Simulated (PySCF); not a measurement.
Positional isomers: phenanthrene mercapto. All species are isolated molecules in the gas phase. One relaxed conformer stands for each flexible species; it need not be the lowest. Strings in code marks are SMILES.

Computed with PySCF with B3LYP-D3(BJ)/def2-SVP // PBE0-D4/def2-SVP. B3LYP has the VWN-RPA correlation part, as in Gaussian. Excitations are Tamm–Dancoff values on a coarser integration grid. The basis has no diffuse functions, so Rydberg states are missing or too high.

| species | T1 excitation (TDA) (eV) | S1 excitation (TDA) (eV) |
|---|---|---|
| `Sc1cc2ccccc2c2ccccc12` (H–S–C–C torsion 128°) | ___ | 3.91 |
| `Sc1ccc2c(ccc3ccccc32)c1` (H–S–C–C torsion 0°) | 3.02 | 3.79 |
| `Sc1ccc2ccc3ccccc3c2c1` (H–S–C–C torsion 180°) | 2.94 | 3.82 |
| `Sc1cccc2c1ccc1ccccc12` (H–S–C–C torsion 127°) | ___ | 3.90 |

Complete the blanks.


- `Sc1cc2ccccc2c2ccccc12` (H–S–C–C torsion 128°), T1 excitation (TDA) (eV): 2.95
- `Sc1cccc2c1ccc1ccccc12` (H–S–C–C torsion 127°), T1 excitation (TDA) (eV): 2.95
